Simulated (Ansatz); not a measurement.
ClH₆NSi₂, SMILES `N[SiH2][SiH2]Cl`, 10 atoms. The species carries charge 0 and has multiplicity 1. All runs use 2 threads of an Arm Neoverse V1 on a shared host. Correlated methods freeze the cores.

(1) How many basis functions does each run have, and how long does it take in Ansatz? RHF-MP2/def2-QZVPP energy; direct RPA on PBE orbitals/def2-TZVPP energy; RKS PBE0-D4/def2-TZVP frequencies; RKS CAM-B3LYP-D4/def2-TZVPP energy; RKS PBE0-D4/def2-SVP energy; RHF-CCSD(T)/def2-SVP energy; RKS ωB97M-V/def2-QZVPP energy; RHF-CCSD(T)/def2-TZVPP energy; RKS ωB97M-V/def2-SVP energy; RKS BLYP-D4/def2-TZVPP energy; RKS r2SCANh-D4/def2-TZVPP energy; RKS PBE0-D4/def2-QZVPP energy. (Estimate.)

## Answers

(1) Ansatz gave: Other jobs shared the machine, so times are rough.

| level | job | functions | wall time | peak host memory (GiB) |
| --- | --- | --- | --- | --- |
| RKS PBE0-D4/def2-SVP | energy | 98 | 1.7 s | 0.18 |
| RKS BLYP-D4/def2-TZVPP | energy | 241 | 3.4 s | 0.32 |
| RHF-CCSD(T)/def2-SVP | energy | 98 | 4.1 s | 0.33 |
| RKS CAM-B3LYP-D4/def2-TZVPP | energy | 241 | 6.5 s | 0.69 |
| direct RPA on PBE orbitals/def2-TZVPP | energy | 241 | 7.5 s | 0.5 |
| RKS ωB97M-V/def2-SVP | energy | 98 | 8.5 s | 0.29 |
| RKS r2SCANh-D4/def2-TZVPP | energy | 241 | 9 s | 0.63 |
| RKS PBE0-D4/def2-QZVPP | energy | 447 | 16 s | 1.5 |
| RHF-MP2/def2-QZVPP | energy | 447 | 31 s | 2.3 |
| RKS ωB97M-V/def2-QZVPP | energy | 447 | 34 s | 1.8 |
| RKS PBE0-D4/def2-TZVP | frequencies | 178 | 3.3 min | 0.45 |
| RHF-CCSD(T)/def2-TZVPP | energy | 241 | 7.2 min | 1.8 |
